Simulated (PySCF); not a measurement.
**A small calculation by hand: chemical shift, span and skew from a shielding tensor**

GeHFBr2, SMILES [F][GeH]([Br])[Br]. Atoms are numbered in the order given.

```xyz
5

Ge     0.3540    -0.6556     0.0000
F     -0.7363    -2.0066     0.0000
Br    -0.0926     0.5749    -1.8881
Br    -0.0926     0.5749     1.8881
H      1.7845    -1.2006     0.0000
```
Charge 0, spin multiplicity 1.

Coordinates come from a B3LYP-D3(BJ)/def2-SVP optimisation. This is a generated structure with no PubChem entry under its InChIKey; it may be hypothetical.

GIAO shieldings from PySCF with HF/pcSseg-1, non-relativistic, no solvent. The symmetric part of the tensor of F2 has the principal values 313.5, 374.8, 400.6 ppm. The same nucleus in CFCl3 has σ = 238.5 ppm at this level (PySCF, at its B3LYP-D3(BJ)/def2-TZVP geometry). Without spin–orbit terms, shifts of atoms bonded to Cl or Br come out too high.

Problem. Work out the isotropic shielding, the ¹⁹F shift against CFCl3, the span and the skew.

Solution. 
σ(iso) = (σ11 + σ22 + σ33)/3 = 363.0 ppm. δ = σ(ref) − σ(iso) = 238.5 − (363.0) = -124.5 ppm.
Span Ω = σ33 − σ11 = 87.1 ppm. Skew κ = 3(σ(iso) − σ22)/Ω = -0.41. Tumbling in solution averages the tensor to δ; in a static solid the shielding alone would spread this spin-1/2 line over Ω.
